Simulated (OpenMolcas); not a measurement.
Si I: Slater's ratio, worked from levels

| Property | Result |
| --- | --- |
| Program | OpenMolcas 26.06 |
| Basis | ANO-RCC-VTZP [5s4p2d1f] |
| Scalar Hamiltonian | DKH2, point nucleus |
| Active space | 4 electrons in 4 orbitals (3s 3p) |
| State averaging | 2S+1 = 3 even, 3 roots; 2S+1 = 1 even, 6 roots; 2S+1 = 5 odd, 1 root; 2S+1 = 3 odd, 5 roots (0 in the spin-orbit step) |
| Spin-orbit coupling | state interaction with AMFI integrals over the reference wave functions, term energies averaged over their components |

Methods: CASSCF; SS-CASPT2, IPEA 0.25 Eh, imaginary shift 0.1 Eh (closed shells correlated: 2s 2p). Measured levels: NIST Handbook of Basic Atomic Spectroscopic Data.

**Slater's ratio.** With one set of orbitals, p2 has 1D - 3P = 6 F2 and 1S - 1D = 9 F2 (F2 = F²/25), a ratio of 3/2. Term energies are centres of gravity, weighted by 2J + 1.

| Source | 1D - 3P | 1S - 3P | F2 from the first | Ratio |
| --- | --- | --- | --- | --- |
| CASSCF | 8718 | 15438 | 1453 | 0.771 |
| SS-CASPT2 | 5828 | 13695 | 971 | 1.350 |
| measured | 6149 | 15245 | 1025 | 1.479 |

Energies in cm-1. A ratio away from 3/2 shows effects beyond one configuration with one set of orbitals, and in heavier atoms second-order spin-orbit shifts. In CASSCF the valence s occupation is 1.89 in 1S against 1.97 in 1D: mixing out of s² acts most on 1S and pulls it down.

CASPT2 breaks the degeneracy within a term, and the mean is taken; among the terms shown or strongly mixed into the levels shown the widest spread is 22 cm-1 (3s2 3p2 1D, SS-CASPT2). Without dynamic correlation excited terms often stand tens of per cent too high (terms of higher spin than the ground term too low), and those without a measured partner can miss by more than the paired ones (holds for CASSCF). Computed and measured levels are paired by configuration, term and J; levels that our copy of the source lacks, or whose pairing is in doubt (as where it misses far off the trend of its configuration), stay unpaired and out of the deviations. Only configurations of the active space appear.
